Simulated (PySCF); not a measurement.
# Radial density of Eu (europium, neutral)

BHandHLYP, [Xe] 4f7 5d1 6s1, high-spin 10D determinant (an excited configuration). Computed with PySCF 2.14 in x2c-TZVPPall (11s7p7d4f2g, 113 functions), with scalar relativity by spin-free X2C-1e.

```csv
r (bohr),4πr²ρ (e/bohr),4πr²(ρα − ρβ)
0.0262,74.19,0.0042
0.0441,88.33,0.0098
0.0742,110.1,0.0071
0.125,82.51,0.0920
0.210,95.85,1.0093
0.353,40.96,4.5600
0.594,45.74,7.7901
0.998,15.55,4.9371
1.68,6.911,1.4163
2.82,1.246,0.5385
4.75,0.3552,0.3483
7.99,0.04838,0.0483
13.4,0.0002626,0.0003
```

Densities and radii are taken from the X2C orbitals without a picture-change correction, which distorts them close to the nucleus.

Spin-orbit coupling, absent here, splits the open shell strongly.
